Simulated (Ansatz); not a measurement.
Relaxation of F2H6Si2 (10 atoms, charge 0, multiplicity 1), to a largest force component of 0.03 eV/Å in at most 50 steps.

The calculation used Ansatz 0.2.0, RKS PBE/def2-SVP.

```xyz
10
Properties=species:S:1:pos:R:3
Si -0.466 -0.107 -0.404
H 0.009 0.348 2.182
H 0.855 0.146 0.259
F -0.610 1.005 -1.597
F -0.353 -1.574 -1.124
Si -2.387 -0.049 0.781
H -3.503 -0.312 -0.197
H -2.430 -1.105 1.849
H -2.600 1.306 1.394
H -0.534 0.343 2.658
```

Task: Where does it end, and by what steps?

Result: It converged. After 6 steps the energy has fallen by 0.213 eV; H2 moved furthest, 0.67 Å.

```
step  energy less start (eV)  largest force component (eV/Å)  accepted
   0                  0.0000                           1.434       yes
   1                 -0.1639                           0.235       yes
   2                 -0.1988                           0.136       yes
   3                 -0.2062                           0.314       yes
   4                 -0.1922                           0.325        no
   5                 -0.2123                           0.072       yes
   6                 -0.2133                           0.014       yes
```

```xyz
10
Properties=species:S:1:pos:R:3
Si -0.508 -0.142 -0.612
H 0.284 0.479 2.784
H 0.777 0.100 0.122
F -0.611 0.975 -1.803
F -0.394 -1.606 -1.332
Si -2.489 -0.078 0.651
H -3.651 -0.326 -0.271
H -2.457 -1.142 1.713
H -2.642 1.270 1.298
H -0.328 0.471 3.249
```

Whether the end is a true minimum wasn't checked by a vibrational analysis.

The run took 11 s on 2 threads of Arm Neoverse V2, on a shared host, peak memory 0.12 GiB.
